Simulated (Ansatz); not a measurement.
def2 core potentials replace the inner electrons of Sn.

Species: C2H6O3Sn, SMILES `C=[CH][Sn]([OH])([OH])[OH]` (charge 0, multiplicity 1).

Problem. Give a relaxed geometry from PBE0-D3(BJ)/def2-SVP (Ansatz, a first-principles code).

Solution. This is not unique; one that fits is the end point of this relaxation, one of several conformers (outside a Z-matrix the atoms follow the SMILES, hydrogens last).
Z-matrix (Å, degrees):
```
Sn
O 1 1.9755
H 2 0.9654 1 109.95
O 1 1.9815 2 103.36 3 -8.93
H 4 0.9652 1 110.70 2 131.82
O 1 1.9828 2 108.49 3 105.01
H 6 0.9647 1 110.90 2 -9.39
C 1 2.1101 2 114.75 3 -136.97
C 8 1.3351 1 118.68 2 -114.41
H 8 1.0947 9 121.47 1 179.64
H 9 1.0955 8 121.76 10 179.90
H 9 1.0965 11 116.80 8 179.95
```
